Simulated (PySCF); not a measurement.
C₇H₁₀ (charge +1 and doublet state).
Z-matrix (Å and degrees, GFN2-xTB geometry), rows numbered from 1:
```
C 
C   1  1.4661
C   2  1.3497  1  124.16
C   3  1.4813  2  126.21  1   179.98
C   4  1.4466  3  118.94  2    12.09
C   5  1.3305  4  152.92  3    13.96
C   6  1.4801  5   63.67  4   178.63
H   1  1.0861  2  112.63  3     2.96
H   1  1.0933  2  110.14  3   125.66
H   1  1.0937  2  109.75  3  -119.67
H   2  1.0827  1  116.38  3   178.61
H   3  1.0825  2  119.17  1     2.52
H   4  1.1032  3  108.83  2  -113.85
H   4  1.1037  3  109.06  2   135.80
H   6  1.0639  5  151.14  7  -174.94
H   7  1.0882  5  119.80  6  -107.46
H   7  1.0878  5  121.45  6   105.59
```

The hyperfine couplings belong to this conformer and change with its torsions.

As a line formula: `[CH]([CH+]C)CC1=CC1` [radical] (charge +1).

Computed, not measured: UKS B3LYP, pcH-1 on C H, non-relativistic, mean-field spin-orbit, GIAO in PySCF. One conformer (not necessarily the lowest) at the GFN2-xTB geometry, without solvent, vibrations or thermal averaging. The geometry wasn't refined by DFT: couplings that depend on bond lengths, twists or pyramidal angles can differ widely from those at the functional's own minimum, by a factor of two or more for some ions and for spin on atoms past the first row. Stability of the SCF solution: not tested.

Largest spin populations (Mulliken): C6 (+0.32), C2 (+0.22), C3 (+0.16) and C5 (+0.12). Three atoms exceed +0.15.

**Question.** Test a(H) = Q·ρ(C) for the protons on planar carbons with a spin population beyond ±0.08.

**Answer.** 
| H | C | ρ(C) | a(H) (G) | a/ρ (G) |
| --- | --- | --- | --- | --- |
| H11 | C2 | +0.218 | -4.10 | -18.8 |
| H12 | C3 | +0.163 | -3.21 | -19.7 |
| H15 | C6 | +0.318 | -8.28 | -26.0 |

A least-squares line through the origin gives Q = -23.1 G with Mulliken populations. In McConnell's picture π spin on carbon polarises the C–H bond and leaves opposite spin at the proton, which makes Q negative, as found here.

**Question.** Leave H12 and its like out of the fit. How well does the relation then predict its coupling?

**Answer.** The other protons give Q = -23.7 G, so a = -23.7 × 0.163 ≈ -3.87 G, against the computed -3.21 G.

Couplings in gauss use g_iso = 2.0029.

Hardware: one thread of an Arm Neoverse N1, no GPU, shared host with 64 logical CPUs at a one-minute load of 12. Cost: 94 s wall (grids of density and orbitals included), 0.98 GiB resident at most.

The SMILES draws the unpaired electron on C3; the largest computed Mulliken spin population is on C6 (0.32 against 0.16).
